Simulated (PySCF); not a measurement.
From one molecule to another.

First species: C5H8F3NSi.
InChI=1S/C5H8F3NSi/c1-2-3-4-9-10-5(6,7)8/h9H,4,10H2,1H3

Second species: C₅H₈F₃NSi.
SMILES: `FC(F)([C@H]1[C@@H](C1)[SiH2]N=C)F`

Levels: PBE0/pcSseg-1 for dipole moment, HOMO energy, LUMO energy and HOMO–LUMO gap; GFN2-xTB for rotational constant A and rotational constant C. Geometries: GFN2-xTB. Each structure is a single optimised conformer of the isolated species, non-relativistic unless stated; the electronic structure was computed with PySCF and density fitting.

Dipoles, sizes and rotational constants follow the conformer. The torsions of the flexible species, by atom-mapped SMILES:
- `[CH3:1][C:2]#[C:3][CH2:4][NH:5][SiH2:6][C:7]([F:8])([F:9])[F:10]`: C3–C4–N5–Si6 86°, C4–N5–Si6–C7 179°, N5–Si6–C7–F8 -73°
- `[CH2:1]=[N:2][SiH2:3][C@@H:4]1[CH2:5][C@H:6]1[C:7]([F:8])([F:9])[F:10]`: C1–N2–Si3–C4 117°, N2–Si3–C4–C5 139°, C5–C6–C7–F8 31°

(1) Which has the higher dipole moment?

(2) Which has the higher LUMO energy?

(3) Which has the higher rotational constant C?

(4) Which of the two has the higher HOMO energy, and by how much?

(5) Which has the higher rotational constant A?

(6) Which has the higher HOMO–LUMO gap?

Results:

(1) The first: 3.57 D against 3.18 D, a difference of 0.39 D.

(2) The first: 0.06 eV against -1.01 eV, a difference of 1.07 eV.

(3) The second: 0.531 GHz against 0.414 GHz, a difference of 0.117 GHz.

(4) The second: -7.14 eV against -7.29 eV, a difference of 0.15 eV.

(5) The first: 2.324 GHz against 1.972 GHz, a difference of 0.352 GHz.

(6) The first: 7.35 eV against 6.13 eV, a difference of 1.22 eV.

On the first: The dipole matches unit charges of opposite sign 0.74 Å apart (1 e·Å = 4.8032 D). A dipole of 3.57 D is allowed in C1, and pure rotational transitions are dipole-allowed. GFN2-xTB frequencies show an imaginary mode (27i cm⁻¹), so this geometry is no minimum at that level.

On the second: The dipole equals about 10.6 × 10⁻³⁰ C·m (1 D = 3.33564 × 10⁻³⁰ C·m).
